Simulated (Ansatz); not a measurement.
`[F][Sn]([F])([Cl])[Br]` + HCl → `[F][Sn]([Cl])([Cl])[Br]` + H–F at 700 K and 1 bar (ligand exchange at the Sn–F bond).

Program: Ansatz. Geometries: PBE0-D4/def2-TZVP. ΔE: electronic, gas phase. CCSD(T)/CBS is the MP2 limit (def2-TZVPP, def2-QZVPP) plus CCSD(T) − MP2 in def2-TZVPP, frozen cores. This one scheme is used for every species. Elements past krypton have def2 core potentials. For Br, Sn outer-core shells are correlated without core-valence functions, which leaves a few kJ/mol of doubt a bond. Scalar relativity is left out up to krypton.

```
                  species  CCSD(T)/CBS energy (Eh)  H − E (kJ/mol)  S (J/(mol·K))
 `[F][Sn]([F])([Cl])[Br]`              -3446.86348            78.1          464.2
                      HCl               -460.38127            38.4          211.8
`[F][Sn]([Cl])([Cl])[Br]`              -3806.86426            77.5          476.5
                      H–F               -100.39570            45.2          198.5
```

H − E and S are ideal-gas, rigid-rotor, harmonic terms from PBE0-D4/def2-TZVP. 1 Eh = 2625.50 kJ/mol, R = 8.31446 J/(mol·K).

Problem. By hand: ΔE, ΔH, ΔS and ΔG.

Solution. ΔE = (-3806.86426) + (-100.39570) − (-3446.86348) − (-460.38127) = -0.01521 Eh = -39.9 kJ/mol. Δ(H − E) = 77.5 + 45.2 − 78.1 − 38.4 = 6.2, so ΔH = -33.7 kJ/mol. ΔS = 476.5 + 198.5 − 464.2 − 211.8 = -1.0 J/(mol·K). ΔG = -33.7 − 700 × (-1.0)/1000 = -33.0 kJ/mol.

Problem. By hand: the equilibrium constant, and the temperature at which ΔG would vanish if ΔH and ΔS stayed fixed.

Solution. log₁₀ K = −ΔG/(RT ln 10) = 2.5. ΔG = 0 at ΔH/ΔS = 33700 K, far beyond where these terms or the molecules hold.

The number of gas molecules stays the same, so ΔS is small and ΔH decides. A doubt of 5 kJ/mol in ΔE shifts log₁₀ K by 0.4 here. These are equilibria of isolated gas molecules and say nothing of rates. Largest T1 diagnostic: 0.012 (customary marks: 0.02 for closed shells, 0.045 for open ones).
